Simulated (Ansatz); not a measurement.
Mg2Si5⁻, 7 atoms. Hardware: 4 threads of Intel Xeon on a shared host.

Correlated methods freeze 27 core orbitals; core or outer-core shells of Mg are correlated, in sets that lack core-valence functions.

Task: How many basis functions does each of these Ansatz runs have, and roughly what does it cost? B97M-V/def2-TZVPD, charge -1 doublet, energy, from earlier orbitals; LC-ωPBE/def2-TZVPD, charge -1 doublet, energy, from earlier orbitals; PBE-D4/def2-SVPD, charge -1 doublet, relaxation, 8 steps; PBE0-D4/def2-SVP, charge -1 doublet, energy with a search over starts; CCSD(T)/def2-SVPD, charge -1 doublet, energy, from earlier orbitals; PBE0-D4/def2-TZVPD, charge -1 doublet, energy, from earlier orbitals; PBE-D4/def2-TZVPD, charge -1 doublet, energy and forces, from earlier orbitals; MP2/def2-TZVPD, charge -1 doublet, energy, from earlier orbitals; r2SCAN-D4/def2-TZVPD, charge -1 doublet, energy, from earlier orbitals.

Result: Other jobs shared the machine, so times can vary by a factor of up to 3. A dash marks memory too small to be measured apart from the calling script's.

```tsv
run	functions	fitting or Cholesky vectors	wall time	peak host memory (GiB)
PBE-D4/def2-TZVPD, charge -1 doublet, energy and forces, from earlier orbitals	285	1991	31 s	0.75
PBE0-D4/def2-SVP, charge -1 doublet, energy with a search over starts	126	1118	39 s	–
MP2/def2-TZVPD, charge -1 doublet, energy, from earlier orbitals	285	1926	49 s	1.4
r2SCAN-D4/def2-TZVPD, charge -1 doublet, energy, from earlier orbitals	285	1991	71 s	0.87
PBE0-D4/def2-TZVPD, charge -1 doublet, energy, from earlier orbitals	285	2096	74 s	1.6
PBE-D4/def2-SVPD, charge -1 doublet, relaxation, 8 steps	162	1556	81 s	–
B97M-V/def2-TZVPD, charge -1 doublet, energy, from earlier orbitals	285	1991	81 s	1.1
LC-ωPBE/def2-TZVPD, charge -1 doublet, energy, from earlier orbitals	285	1991	1.8 min	1.7
CCSD(T)/def2-SVPD, charge -1 doublet, energy, from earlier orbitals	162	1460	4.6 min	3.3
```
